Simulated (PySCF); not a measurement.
Computed shifts of a molecule C₂H₉BN₂, PBE0/pcSseg-1 (PySCF), GIAO, gas phase, atoms alike by connectivity averaged where their shifts nearly agree, in ppm (number of nuclei): ¹H: 4.34 (1), 3.01 (3), 2.71 (3), 2.63 (1), 2.33 (1). ¹⁵N: 80.5 (1), 69.2 (1). ¹³C: 46.5 (1), 37.6 (1). References: ¹¹B against BF3 (σ = 88.8 ppm); ¹H against TMS (σ = 31.56 ppm); ¹⁵N against NH3 (σ = 267.4 ppm); ¹³C against TMS (σ = 186.3 ppm), references at their B3LYP-D3(BJ)/def2-TZVP geometries, non-relativistic. Coordinates come from a r2SCAN-D4/def2-SVP optimisation. Other conformers were not sampled.

Task: Which molecule gave these data?
(A) CNBNC
(B) CNB(C)N
(C) CN(C)BN
(D) CCB(N)N

Result: C, CN(C)BN
